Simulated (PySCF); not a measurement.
An excited-state job on Ag(AsH3)Cl, `[Cl][Ag]<-[AsH3]`.

Computed with TDDFT CAM-B3LYP/def2-SVPD, vertical, gas phase, core orbitals frozen in the response, def2 core potentials past Kr (PySCF 2.14.0, density-fitted response routines). Geometry: PBE0-D3(BJ)/def2-SVP. The input is one job of a driver script: a line of settings, then coordinates in Å.

Input:
```
{"job": {"kind": "uv", "xc": "CAM-B3LYP", "basis": "def2-SVPD", "ip": false, "nstates": 10}, "charge": 0, "multiplicity": 1}
Ag     0.000269     0.010890    -1.621296
As     0.005038    -0.014892     0.825916
H      0.829306    -1.036715     1.568377
H     -1.292829    -0.222107     1.565899
H      0.473869     1.208534     1.573318
Cl    -0.015652     0.054290    -3.912204
```

Output:
```
coarse grid: 29272 points
cycle   1  E = -2843.5010585157  dE = -1.230e+01  |g| = 1.889e+00  |ddm| = 6.421e+00
cycle   2  E = -2812.8897302326  dE =  3.061e+01  |g| = 6.361e+00  |ddm| = 6.619e+01
cycle   3  E = -2844.2258616199  dE = -3.134e+01  |g| = 9.854e-01  |ddm| = 6.613e+01
cycle   4  E = -2844.5651746180  dE = -3.393e-01  |g| = 1.773e-01  |ddm| = 2.410e+00
cycle   5  E = -2844.5738754399  dE = -8.701e-03  |g| = 6.748e-02  |ddm| = 6.132e-01
cycle   6  E = -2844.5749557911  dE = -1.080e-03  |g| = 1.919e-02  |ddm| = 1.238e-01
cycle   7  E = -2844.5750350362  dE = -7.925e-05  |g| = 3.552e-03  |ddm| = 3.012e-02
cycle   8  E = -2844.5750405156  dE = -5.479e-06  |g| = 1.333e-03  |ddm| = 1.111e-02
final grid: 55376 points
cycle   9  E = -2844.5750210024  dE = -1.630e-07  |g| = 1.230e-03  |ddm| = 3.304e-03
cycle  10  E = -2844.5750209472  dE =  5.526e-08  |g| = 1.358e-03  |ddm| = 2.902e-03
cycle  11  E = -2844.5750213098  dE = -3.626e-07  |g| = 1.159e-04  |ddm| = 1.612e-03
cycle  12  E = -2844.5750213125  dE = -2.776e-09  |g| = 2.018e-05  |ddm| = 1.502e-04
cycle  13  E = -2844.5750213128  dE = -2.642e-10  |g| = 9.030e-06  |ddm| = 8.913e-05
converged SCF energy = -2844.5750213128

Static polarisability (au): isotropic 75.336, principal 60.800 60.801 104.409

Singlet excitations
state   eV       nm        f      main configurations
  1   5.3130    233.4   0.01177   H->L 0.82, H->L+3 0.14
  2   5.3132    233.4   0.01173   H-1->L 0.82, H-1->L+3 0.14
  3   5.6371    219.9   0.00000   H->L+1 0.59, H-1->L+2 0.33
  4   5.6607    219.0   0.00006   H-1->L+1 0.49, H->L+2 0.42
  5   5.6612    219.0   0.00000   H-1->L+2 0.59, H->L+1 0.33
  6   5.6998    217.5   0.00734   H-2->L 0.51, H->L+2 0.22, H-1->L+1 0.16
  7   5.9882    207.0   0.07033   H-2->L+1 0.91
  8   5.9952    206.8   0.07038   H-2->L+2 0.91
  9   6.2405    198.7   0.12191   H-2->L 0.32, H->L+2 0.27, H-1->L+1 0.26
 10   7.1424    173.6   0.01577   H-3->L+1 0.84

Triplet excitations (Tamm-Dancoff, eV): 5.0650 5.0650 5.2106 5.5142
```

The SCF starts on a coarse grid where the log names one; the energy can jump when the final grid takes over, and dE then counts from the start density on the new grid. H and L stand for HOMO and LUMO; the number after each pair is its weight.

Which computed singlet has the largest oscillator strength, and what do all of them sum to?

State 9 at 6.24 eV (199 nm), f = 0.122; the 10 states sum to 0.309.

Give S1 in cm⁻¹ and kJ/mol.

5.3130 eV × 8065.54 = 42852 cm⁻¹; × 96.485 = 512.6 kJ/mol.

In short: HOMO -8.43 eV, LUMO -0.44 eV; lowest singlet 5.31 eV; lowest triplet 5.07 eV (Tamm–Dancoff); mean polarisability 75.3 au.

Atoms past krypton carry effective core potentials; spin–orbit coupling is left out.

Hardware: one thread of an Arm Neoverse V2 (shared host). Cost: 13 s.
Labels such as C1 count atoms from 1, the log's own numbers from 0.
